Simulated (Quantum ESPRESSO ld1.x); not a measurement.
Se IX, configuration [Ar] 3d8. Calculated with ld1.x of Quantum ESPRESSO 7.5: Dirac Kohn-Sham, PBE, spin-unpolarised, spherical densities, point nucleus; open shells fill j = l - 1/2 first.

Spin-orbit splittings of the eigenvalues, e(l+1/2) - e(l-1/2), with zeta = 2 splitting/(2l+1) and mean radii in bohr:

[
 {"shell": "2p", "occ.": "6", "splitting (eV)": "41.79", "zeta (eV)": "27.86", "<r> j=l-1/2": "0.1684", "<r> j=l+1/2": "0.1722"},
 {"shell": "3p", "occ.": "6", "splitting (eV)": "6.278", "zeta (eV)": "4.185", "<r> j=l-1/2": "0.5636", "<r> j=l+1/2": "0.5728"},
 {"shell": "3d", "occ.": "8", "splitting (eV)": "1.039", "zeta (eV)": "0.4158", "<r> j=l-1/2": "0.5709", "<r> j=l+1/2": "0.5739"},
 {"shell": "4p", "occ.": "0", "splitting (eV)": "1.211", "zeta (eV)": "0.8073", "<r> j=l-1/2": "1.432", "<r> j=l+1/2": "1.447"}
]
